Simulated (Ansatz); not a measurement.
`C[O][Mg][O][SiH3]`, relaxed with RKS PBE-D4/def2-SVP in Ansatz from a rough embedded geometry. The force threshold is 0.03 eV/Å; the program also tests the step.

The species carries charge 0 and has multiplicity 1.

Start:

```xyz
11

C    -2.260   -0.516   -0.205
O    -1.848   -1.380    0.786
Mg    0.069   -0.946    0.917
O     2.102   -0.448    1.085
Si    2.267    0.770   -0.101
H    -1.796   -0.685   -1.133
H    -3.388   -0.670   -0.329
H    -2.136    0.572    0.147
H     1.414    1.883    0.308
H     3.682    1.170   -0.068
H     1.895    0.249   -1.408
```

(1) By how much does the energy fall, and how many steps does the optimiser take? (An estimate is asked.)

(2) Which bonds change most? (An estimate is asked.)

(3) Give the relaxed structure. (Best estimate.)

## Answers

(1) The calculation gave: 148.36 kJ/mol, in 20 steps, 3 of them rejected.

(2) Computed: Mg3–O4 from 2.100 to 1.809 Å; O2–Mg3 from 1.970 to 1.778 Å; C1–H6 from 1.051 to 1.118 Å; Si5–H11 from 1.455 to 1.511 Å.

(3) Computed: 
```xyz
11

C    -3.170   -0.946   -0.010
O    -1.836   -0.575    0.021
Mg   -0.133   -0.067    0.026
O     1.600    0.450    0.031
Si    3.174    0.954    0.005
H    -3.471   -1.360   -1.005
H    -3.406   -1.733    0.748
H    -3.853   -0.086    0.198
H     3.288    2.420    0.354
H     4.015    0.182    0.994
H     3.791    0.761   -1.361
```
